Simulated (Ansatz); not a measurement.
Total energies of Ga₂O₃⁻ from Ansatz at PBE-D4/def2-TZVPD, gas phase (1 Eh = 27.2114 eV = 2625.5 kJ/mol). The reference geometry is relaxed at PBE0-D4/def2-SVPD.

```xyz
5

Ga    0.2711    0.1233   -0.6632
Ga   -0.7004   -0.3182    1.7127
O     0.9062    0.4116   -2.2152
O     0.8495    0.4326    1.1282
O    -1.3264   -0.6492    0.0374
```

```json
{"state": "charge -1 doublet", "geometry": "reference", "energy (Eh)": "-4074.80846"}
{"state": "charge 0 triplet", "geometry": "reference", "energy (Eh)": "-4074.67303"}
{"state": "charge -1 quartet", "geometry": "relaxed at PBE0-D4/def2-SVPD", "energy (Eh)": "-4074.71902"}
```

Question: Work out the vertical ionisation energy to the triplet.

Answer: E(charge 0 triplet) − E(charge -1 doublet) = -4074.67303 − (-4074.80846) = 0.13543 Eh = 3.69 eV. For comparison, −ε of the highest occupied level of the spin that leaves is 0.55 eV at this level, 3.14 eV less.

Question: Which of the charge -1 states is lowest, and how far above it are the others?

Answer: The doublet. quartet: -4074.71902 − (-4074.80846) = 0.08944 Eh = 234.8 kJ/mol.

At PBE-D4/def2-TZVPD the gap within one spin of the charge -1 doublet nearly closes, so an electron or hole may be smeared out by delocalisation error. At PBE-D4/def2-TZVPD the highest occupied level of the charge -1 quartet lies above zero (up to 0.44 eV). It is a level of α spin, whose loss leaves a triplet; that state wasn't run at this geometry and level. The electron is either unbound and held by the finite basis, or the level is raised by self-interaction error. 

The structure comes from a short search, and lower isomers may exist.
